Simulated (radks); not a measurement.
Species: Cr3+. Configuration: [Ne] 3s1.5 3p6 3d3 4p0.5 (fractional occupations, a model configuration).

Calculated with a radial shooting solver on a logarithmic mesh with Libxc functionals: non-relativistic Kohn-Sham, XLYP, spin-polarised, spherical densities, point nucleus; open shells are filled with parallel spins first.

Energy parts (hartree):
| part | energy |
|---|---|
| total | -1041.03218 |
| kinetic | 1040.27676 |
| electron-nucleus | -2439.54448 |
| Hartree | 405.78630 |
| exchange-correlation | -47.55077 |

Orbitals (lengths in bohr, moments of r in powers of bohr; <r^-3> diverges for s and p1/2):
orbital  occ.  eigenvalue (hartree)  <r^-3>     <r^2>
1s up       1             -216.2334       -  0.005525
1s down     1             -216.2230       -  0.005525
2s up       1             -25.92534       -    0.1036
2s down     1             -25.86238       -    0.1033
2p up       3             -22.29255   350.8   0.08387
2p down     3             -22.24184   351.8   0.08352
3s up       1              -4.33052       -    0.9043
3s down   0.5              -4.16370       -    0.9168
3p up       3              -3.30370   45.18     1.006
3p down     3              -3.14296   44.28     1.028
3d up       3              -1.66410   4.299     1.369
3d down     0              -1.51993   4.111     1.485
4p up     0.5              -0.91280   6.225     8.011

The highest occupied level is 4p up at -24.839 eV. The configuration is held as typed, so some empty levels lie below it. Virial ratio -V/T = 2.00073.
